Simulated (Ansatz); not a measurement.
Which is lower?

The two ends of one reaction step of AlN$_{2}$H$_{9}$O, closed shell (PBE0-D4/def2-TZVP).

A:

```xyz
13
angstrom
Al -1.3990 -0.2097 -0.8299
N 0.2738 -1.2702 -0.4682
H -1.0422 0.4449 -2.2486
H -2.5961 -1.2752 -0.7533
H 0.6366 1.2164 0.9796
O -1.2897 0.8718 0.5454
H 0.9538 -0.6119 -0.0277
N 1.6058 0.9161 0.8483
H 0.6861 -1.6511 -1.3127
H 0.1158 -2.0384 0.1748
H -2.0792 1.1012 1.0310
H 2.0802 1.6277 0.3063
H 2.0539 0.8783 1.7550
```

B:

Al1  (-1.309, -0.420, -0.870)
N2  (0.305, -1.315, -0.692)
H3  (-1.502, 0.197, -2.331)
H4  (-2.550, -1.085, -0.094)
H5  (-0.029, 1.123, 0.672)
O6  (-1.006, 1.103, 0.272)
H7  (1.386, -0.043, 0.400)
N8  (1.433, 0.830, 0.957)
H9  (0.799, -1.501, -1.555)
H10  (0.291, -2.182, -0.170)
H11  (-1.658, 1.220, 0.966)
H12  (2.111, 1.458, 0.545)
H13  (1.731, 0.614, 1.900)
(Å)

Program: Ansatz 0.2.0. Basis: def2-TZVPP. Cores are frozen in the correlated methods. B3LYP uses VWN-RPA correlation.

(1) Which structure is lower at CCSD(T), and by how much? (To be estimated.)

No T1 diagnostic of these runs exceeds 0.010.

Results:

(1) The calculation gives: A, by 68.8 kJ/mol (electronic energy, against the other). By their contacts, A is a complex of AlNH₆O ([NH3][AlH2][OH]) + NH₃ and B is a complex of AlNH₆O ([NH2][AlH2][OH2]) + NH₃.

All methods give the same order:

```
      method  E(B) − E(A) (kJ/mol)
       SPW92                  41.9
      PBE-D4                  56.2
     BLYP-D4                  62.3
   r2SCAN-D4                  61.6
      B97M-V                  70.5
     PBE0-D4                  61.2
    B3LYP-D4                  65.6
  r2SCAN0-D4                  64.3
    BHLYP-D4                  72.0
CAM-B3LYP-D4                  65.8
     wB97X-V                  67.5
     wB97M-V                  66.1
      B2PLYP                  67.8
    PBE-QIDH                  65.7
  RPA on PBE                  69.4
          HF                  87.7
         MP2                  67.2
        CCSD                  72.2
     CCSD(T)                  68.8
```

Labels in which every atom is bracketed show which atoms are joined, not bond orders.

For scale, one of the runs: CCSD(T)/def2-TZVPP, 261 basis functions, launched by `ansatz run in.yaml --threads 4 --pin off --events-out ev --progress --plain --max-ram 9574MiB`. Time: 100 s of wall clock on 4 CPU threads of an Intel Xeon Platinum 8488C; the host was shared. Peak host memory: 6.3 GiB.
